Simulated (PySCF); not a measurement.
## Electron correlation in Be²⁺ (beryllium, charge +2)

1s2, closed-shell 1S. Computed with PySCF 2.14 in cc-pVTZ, with the non-relativistic Hamiltonian (point nucleus). Frozen: nothing; 2 electrons correlated.

Total MP2 correlation energy: -4.32 mhartree.

Same-spin part 0.00 and opposite-spin part -4.32 mhartree; SCS-MP2 scales them by 1/3 and 6/5 to -5.18 mhartree.

With two correlated electrons CCSD is exact within the correlated space (frozen core and kept virtual orbitals).

```json
{"level": "CCSD", "correlation energy (mhartree)": "-4.52"}
```

Diagnostics: T1 = 0.00095, D1 = 0.0013, largest double amplitude 0.012.

Is a single reference adequate?

Yes: T1 lies below 0.03 and no double amplitude reaches 0.07.
